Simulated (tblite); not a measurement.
Compound: C5H10O2P (charge -1).
Z-matrix (Å and degrees, GFN2-xTB geometry), rows numbered from 1:
```
C 
C   1  1.4924
C   2  1.3221  1  123.83
P   3  1.8524  2  126.68  1    -1.42
O   4  1.4946  3  111.63  2   -38.46
O   4  1.4902  3  108.02  2  -170.29
C   4  1.8792  3   98.47  2    76.41
C   7  1.5136  4  106.25  3   177.93
H   1  1.0919  2  110.65  3   133.00
H   1  1.0852  2  108.64  3    12.64
H   1  1.0930  2  110.73  3  -107.56
H   2  1.0918  1  115.65  3   179.80
H   3  1.0844  2  119.81  1  -179.66
H   7  1.0909  4  110.53  3   -61.29
H   7  1.0919  4  109.23  3    58.15
H   8  1.0890  7  108.83  4   -57.30
H   8  1.0892  7  109.14  4    59.90
H   8  1.0943  7  112.69  4  -178.60
```

Method: GFN2-xTB as coded in tblite; computed harmonic values from a numerical Hessian at the method's own geometry, unscaled. The method is semi-empirical: single wavenumbers can be off by several per cent or more. One conformer, not necessarily the lowest.

Harmonic wavenumbers (cm⁻¹): 55.9, 71.2, 122.1, 164.3, 169.7, 195.0, 206.4, 255.1, 312.9, 368.3, 416.0, 458.2, 557.1, 643.2, 699.3, 722.7, 753.2, 932.7, 948.5, 983.3, 988.2, 1049.5, 1057.6, 1081.8, 1087.1, 1210.8, 1219.4, 1239.3, 1251.3, 1330.6, 1393.1, 1393.8, 1463.5, 1478.0, 1486.8, 1490.7, 1508.1, 1702.0, 2917.3, 2930.9, 2949.8, 2951.5, 2967.3, 2976.6, 3010.6, 3015.5, 3018.8, 3066.8.

A = 2525, B = 1290, C = 1128 MHz; mass 133.042 u (most abundant isotopes); point group C1, symmetry number 1.

**Question.** Zero-point energy?

**Answer.** ½Σν̃ = 31136 cm⁻¹ = 89.02 kcal/mol.

**Question.** What is S at 200 K and 1 bar for an ideal gas of classical rigid rotors and harmonic oscillators?

**Answer.** Translation 38.61, rotation 27.67, vibration 19.46: S = 85.7 cal/(mol K).

**Question.** And Cp and H(200 K) − H(0)?

**Answer.** Cp = 29.09 cal/(mol K), of which vibrations give 21.14 (their classical limit is 48 R = 95.4); H(200 K) − H(0) = 3.77 kcal/mol without the zero-point energy, 2.18 from vibrations.

**Question.** What must be added to the electronic energy to get the Gibbs energy at 200 K and 1 bar?

**Answer.** ZPE + [H(200 K) − H(0)] − T·S = 89.02 + 3.77 − 17.15 = 75.64 kcal/mol.

**Question.** Blend soft modes into free rotors: weight 1/[1 + (100 cm⁻¹/ν̃)⁴] for the oscillator and the rest for a rotor with moment μB/(μ + B), μ = h/(8π²ν), B = 10⁻⁴⁴ kg m². What vibrational entropy results?

**Answer.** 18.42 cal/(mol K) in place of 19.46, which changes −T·S at 200 K by +0.21 kcal/mol.

**Question.** Which modes carry the vibrational entropy at 200 K?

**Answer.** 55.9 cm⁻¹: 3.81; 71.2 cm⁻¹: 3.34; 122.1 cm⁻¹: 2.31; 164.3 cm⁻¹: 1.77; 169.7 cm⁻¹: 1.71; 195.0 cm⁻¹: 1.47 cal/(mol K); the other 42 give 5.06 together.

Hindered rotation and anharmonicity are outside this model. Other conformers, if any are populated, would add a mixing term that is left out. The structure is chiral; the term R ln 2 for an equal mix with its mirror image is left out.
